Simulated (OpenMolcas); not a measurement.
C2H5BO (SMILES B1CCO1): the dipole moment, rung by rung

C2H5BO: 9 atoms, total charge 0, spin state singlet. SMILES: `B1CCO1`. Geometry: relaxed at PBE0-D4/def2-TZVP.

Each level gives the dipole moment (D). The values are calculated.

```
          level             kind     program  value (D)
 SVWN5/def2-SVP              LDA  OpenMolcas       1.84
   PBE/def2-SVP              GGA  OpenMolcas       1.75
 M06-L/def2-SVP         meta-GGA  OpenMolcas       1.83
  TPSS/def2-SVP         meta-GGA  OpenMolcas       1.76
r2SCAN/def2-SVP         meta-GGA  OpenMolcas       1.81
 B3LYP/def2-SVP    global hybrid  OpenMolcas       1.78
M06-2X/def2-SVP  hybrid meta-GGA  OpenMolcas       1.80
  PBE0/def2-SVP    global hybrid  OpenMolcas       1.81
```

The values span 1.75 to 1.84 D. Magnitudes only.
